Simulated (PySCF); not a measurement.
# XPS shifts beside NMR shieldings

Species: C4H4ClP3.
Numbering: `[CH3:1][c:2]1[p:3][cH:4][p:5][c:6]([Cl:7])[p:8]1`

Binding energies: PySCF 2.14.0, delta-SCF UKS SCAN, pcX-2 on the ionised atom, pcseg-1 elsewhere, spin-free X2C. Shieldings: GIAO HF/pcSseg-1, non-relativistic, same geometry.

```tsv
atom	isotropic shielding (ppm)
C1	164.8
C2	-31.7
C4	-6.1
C6	-33.3
```

Task: What are the C 1s binding energies of these atoms?

Result: 
| atom | environment | C 1s (eV) | isotropic shielding (ppm) |
| --- | --- | --- | --- |
| C4 | aromatic CH carbon | 290.24 | -6.1 |
| C2 | substituted aromatic carbon | 290.46 | -31.7 |
| C1 | benzylic-type carbon | 291.06 | 164.8 |
| C6 | aromatic C–Cl carbon | 291.49 | -33.3 |

Task: Among the listed atoms, is the one with the highest binding energy also the least shielded?

Result: Yes: C6 has both (291.49 eV, -33.3 ppm).

By binding energy: C4 < C2 < C1 < C6. By shielding: C6 < C2 < C4 < C1.

Geometry: PBE0-D3(BJ)/def2-SVP; no solvent, vibrations or thermal averaging.
